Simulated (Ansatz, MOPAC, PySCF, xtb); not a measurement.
Pair of molecules: H2S (SMILES S) (first 3 atoms) with CHN (SMILES C#N); geometry from B3LYP-D3(BJ)/def2-TZVP, rigid monomers moved along the line of their centres of mass till H2···N5 is 2.14 Å.
(charge 0, multiplicity 1):
```xyz
6

S      0.219     0.023    -0.802
H      0.311    -0.050     0.537
H     -0.011    -1.294    -0.923
C      0.562    -0.104     3.809
N      0.460    -0.159     2.670
H      0.656    -0.053     4.871
```

| level | interaction energy (kcal/mol) | minus CCSD(T)/CBS(aug-cc-pV(D+d)Z, aug-cc-pV(T+d)Z) | cost |
|---|---|---|---|
| PM6 | -1.93 | -0.14 | - |
| GFN1-xTB | -1.55 | 0.24 | - |
| GFN2-xTB | -3.02 | -1.23 | - |
| HF/6-31G* (no counterpoise) | -0.61 | 1.18 | - |
| PBE-D3(BJ)/def2-TZVPPD | -2.27 | -0.48 | ×1 |
| B3LYP/6-311+G** (no counterpoise) | -1.40 | 0.39 | - |
| B3LYP/def2-TZVPPD | -0.87 | 0.92 | ×1 |
| PBE0/def2-TZVPPD | -1.51 | 0.28 | ×1 |
| PBE0-D3(BJ)/def2-TZVPPD | -2.10 | -0.31 | ×1 |
| PBE0-D4/def2-TZVPPD | -2.07 | -0.28 | ×1 |
| MP2/6-31G* (no counterpoise) | -2.34 | -0.55 | - |
| MP2/aug-cc-pV(T+d)Z | -2.05 | -0.26 | - |
| CCSD/aug-cc-pV(T+d)Z | -1.26 | 0.53 | - |
| CCSD(T)/CBS(aug-cc-pV(D+d)Z, aug-cc-pV(T+d)Z) | -1.79 | 0.00 | ×50* |

 The comparison column counts from a level with limits of its own.

The rows run from -3.02 (GFN2-xTB) to -0.61 kcal/mol (HF/6-31G* (no counterpoise)). The dispersion term adds -0.59 in PBE0-D3(BJ), -0.55 in PBE0-D4.

Interaction energies are E(AB) − E(A) − E(B) at the monomers' geometry in the complex; basis-set methods are counterpoise corrected. Rows marked so take none.

Cores are frozen in the correlated methods. CBS(a, b) extrapolates the correlation energy as X⁻³ and adds the Hartree–Fock energy of set b. Rows in 6-311+G**, 6-31G* carry no dispersion term and start afresh at each structure (6-31G* with six Cartesian d functions). MP2/6-31G* freezes PySCF's default core. The state that PM6 reach isn't checked.

The values were computed with Ansatz (Gaussian basis) for Hartree–Fock, density functionals and correlated methods; MOPAC for PM6 (differences of heats of formation); PySCF for 6-311+G** rows, 6-31G* rows, the dispersion terms; xtb for the GFN methods. 

Costs are rough ratios of core time to PBE/def2-TZVPPD (about 4 s over the structures, on one shared machine); a dash marks a level with no comparable run of its own. A star marks coupled-cluster runs past 200 virtual orbitals, where the program's memory plan changes under this machine's limit, so their costs aren't comparable with smaller runs.

Ansatz is a program for electronic structure.
